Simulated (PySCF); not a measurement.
Molecule: `O=C[C@@]12CC[C@@H]1C[C@@H]2F`, C$_{7}$H$_{9}$FO.

Bonds (- single, = double, # triple, : aromatic): O1=C2, C2-C3, C3-C4, C4-C5, C5-C6, C6-C7, C7-C8, C8-F9, C6-C3, C8-C3. C2 carries H10; C4 carries H11, H12; C5 carries H13, H14; C6 carries H15; C7 carries H16, H17; C8 carries H18. Stereochemistry as in O=C[C@@]12CC[C@@H]1C[C@@H]2F. H16 is cis to C5 on the ring; H11, H14 are cis to C7 on the ring; H17 is trans to C5 on the ring; H12, H13 are trans to C7 on the ring.

Frames of a GFN2-xTB Langevin trajectory at 600 K; GIAO PBE0/pcSseg-1 shieldings in PySCF 2.14.0 with density-fitted response routines, gas phase, non-relativistic; equivalent atoms averaged within each frame.

Chemical shifts δ = σref − σ; ¹⁷O (σ = 336.08 ppm) vs H2O; ¹³C (σ = 186.93 ppm) and ¹H (σ = 31.72 ppm) vs TMS; ¹⁹F (σ = 170.95 ppm) vs CFCl3, all at this level. The references are static minima.

Task: How do the shifts (ppm) fluctuate along the trajectory?

Result: 
| time (fs) | O1 | C2 | C8 | C3 | C7 | C6 | C5 | C4 | F9 | H10 |
| --- | --- | --- | --- | --- | --- | --- | --- | --- | --- | --- |
| optimised geometry | 688.7 | 206.2 | 83.0 | 55.0 | 36.0 | 33.0 | 28.1 | 17.1 | -205.7 | 10.19 |
| 250 | 774.5 | 230.3 | 98.5 | 57.6 | 40.2 | 36.4 | 35.7 | 22.4 | -199.9 | 10.49 |
| 425 | 711.8 | 201.5 | 83.2 | 61.5 | 41.1 | 21.9 | 27.8 | 16.1 | -206.9 | 10.73 |
| 625 | 728.1 | 214.3 | 101.1 | 68.9 | 44.6 | 44.8 | 29.6 | 30.0 | -173.7 | 9.89 |
| 800 | 684.8 | 210.5 | 98.1 | 63.3 | 35.2 | 44.1 | 28.2 | 17.9 | -175.8 | 10.50 |
| 1000 | 715.0 | 202.9 | 88.2 | 55.2 | 33.5 | 35.8 | 29.7 | 24.6 | -184.0 | 10.62 |
| mean of frames | 722.9 | 211.9 | 93.8 | 61.3 | 38.9 | 36.6 | 30.2 | 22.2 | -188.0 | 10.45 |
| standard deviation | 32.9 | 11.6 | 7.7 | 5.3 | 4.5 | 9.2 | 3.2 | 5.5 | 14.7 | 0.32 |

5 frames give an uncertainty of the mean of about the standard deviation over 2.2 at best, since frames this close in time may not be independent; classical motion lacks zero-point vibration, and the reference would need the same averaging.
